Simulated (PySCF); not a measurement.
Geometry:
```csv
atom,x (Å),y (Å),z (Å)
B1,0.842,-0.137,1.149
H2,0.566,-1.162,1.749
H3,1.754,0.494,1.681
N4,-0.441,0.785,1.096
C5,-0.909,1.057,2.461
B6,-1.635,0.233,0.224
H7,-2.498,1.105,0.137
H8,-2.050,-0.794,0.732
N9,-1.092,-0.100,-1.227
C10,-0.905,1.082,-2.076
B11,0.135,-1.101,-1.236
H12,-0.227,-2.167,-0.770
H13,0.559,-1.199,-2.386
N14,1.278,-0.511,-0.322
C15,2.407,-1.449,-0.276
H16,-0.160,1.689,0.712
H17,-1.761,1.751,2.443
H18,-0.094,1.476,3.069
H19,-1.234,0.111,2.913
H20,-1.847,-0.650,-1.639
H21,-0.106,1.719,-1.666
H22,-1.823,1.685,-2.112
H23,-0.605,0.788,-3.092
H24,1.637,0.335,-0.770
H25,3.227,-1.033,0.327
H26,2.763,-1.672,-1.292
H27,2.066,-2.382,0.191
```

PySCF 2.14.0 with density-fitted response routines calculation with shielding tensors at KT2/pcSseg-1 (GIAO) and PBE0-D3(BJ)/def2-SVP geometry; non-relativistic, gas phase, single conformer, fast rotation and ring inversion assumed for equivalent nuclei.

δ = σ(ref) − σ, references computed at the same level: TMS for ¹³C, ¹H; ¹¹B vs BF3·OEt2; NH3 for ¹⁵N.

```tsv
atoms	nucleus	count	δ (ppm)
H16/H20/H24	¹H	3	1.54
C5/C10/C15	¹³C	3	?
N4/N9/N14	¹⁵N	3	52.5
H2/H3/H7/H8/H12/H13	¹H	6	?
B1/B6/B11	¹¹B	3	-8.5
H17/H18/H19/H21/H22/H23/H25/H26/H27	¹H	9	2.31
```

Task: Fill in the missing shifts.

Result: 
- C5/C10/C15: 38.3 ppm, carbon bonded to N, 3 H
- H2/H3/H7/H8/H12/H13: 2.39 ppm, hydrogen on a boron bonded to 2 N

OH/NH shifts are gas-phase values; hydrogen bonding in solution moves them, usually downfield. Hydrogens on boron are broadened and split by ¹¹B (spin 3/2, 80 %) and 10B (spin 3). Shifts are as computed. Against solution values, carbons near 30 ppm lie about +2 ppm off and those near 130 ppm about -5 ppm. Of 1309 compounds with measured shifts, 239 miss one by over three times the rms of a fit or turn the order of signals round; such compounds aren't used in these exercises. Experimental scales use liquid or dissolved standards, which lie at an offset from isolated NH3 (liquid NH3: subtract about 20 ppm).
